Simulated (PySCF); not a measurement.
# Correlation energy of Cd (cadmium, neutral)

[Kr] 4d10 5s2, closed-shell 1S. Calculation: PySCF 2.14, in x2c-TZVPPall (8s6p6d2f1g, 79 functions); scalar relativity by spin-free X2C-1e. Frozen: [Kr]; 12 electrons correlated.

```json
{"level": "CCSD", "correlation energy (mhartree)": "-411.12"}
{"level": "(T)", "correlation energy (mhartree)": "-14.03"}
{"level": "CCSD(T)", "correlation energy (mhartree)": "-425.15"}
```

Diagnostics: T1 = 0.017, D1 = 0.0584, largest double amplitude 0.079.

Task: Is a single reference adequate?

Result: Mostly. T1 lies below 0.03, but a double amplitude of this size points to a near-degeneracy that CCSD handles and MP2 describes poorly.
